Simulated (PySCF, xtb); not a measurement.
Sn(Cl)(Me)2(OH) (C₂H₇ClOSn), SMILES [CH3][Sn]([CH3])([OH])[Cl].

xtb 6.7.1 with GFN2-xTB at its own geometry gives an orbital gap of 3.79 eV and a dipole moment of 3.15 D.

The structure is a stationary point at PBE-D3(BJ)/def2-SVP. The def2 effective core potentials stand for the cores of Sn; spin–orbit coupling is left out. Other conformers were not sampled.

Q: What does PBE/def2-TZVP (PySCF) give? (An estimate is asked for; the answer gives what the named calculation found.)

A: gap 4.97 eV (levels -6.69 and -1.72 eV), dipole 2.85 D.
